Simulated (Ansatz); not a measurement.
Consider the ligand exchange at the Si–C bond: `BC([SiH3])OC` + `[NH2][AlH2]` → `[AlH2][NH][SiH3]` + `BCOC`.

Computed with Ansatz on PBE0-D4/def2-TZVP structures; ΔE is electronic, products minus reactants. CCSD(T)/CBS adds triple-zeta CCSD(T) − MP2 to the extrapolated MP2 energy (def2 sets, frozen cores). This one scheme is used for every species. Functionals use def2-TZVPP. Each species was taken in one conformer, which may not be the lowest.

```json
{"level": "PBE-D4", "ΔE (kJ/mol)": "-34.1"}
{"level": "PBE0-D4", "ΔE (kJ/mol)": "-45.6"}
{"level": "ωB97M-V", "ΔE (kJ/mol)": "-53.8"}
{"level": "r2SCAN", "ΔE (kJ/mol)": "-47.8"}
{"level": "HF/def2-TZVPP", "ΔE (kJ/mol)": "-97.0"}
{"level": "MP2/def2-TZVPP", "ΔE (kJ/mol)": "-59.4"}
{"level": "CCSD/def2-TZVPP", "ΔE (kJ/mol)": "-64.8"}
{"level": "SCS-MP2/def2-QZVPP", "ΔE (kJ/mol)": "-66.9"}
```

(1) What does CCSD(T)/CBS give? (Estimate.)

Largest T1 diagnostic among the species: 0.013.

## Answers

(1) Computed: -56.7 kJ/mol. The listed levels differ from it by 22.6, 11.1, 2.9, 8.9, -40.3, -2.7, -8.1, -10.2 kJ/mol.

In def2-TZVPP, CCSD(T) changes the Hartree–Fock value by +38.8 kJ/mol (the triples alone add +6.7 kJ/mol) and MP2 by +37.5 kJ/mol. From PBE to PBE0 (25 % exact exchange), in def2-TZVPP and without D4, ΔE moves by −11.1 kJ/mol.
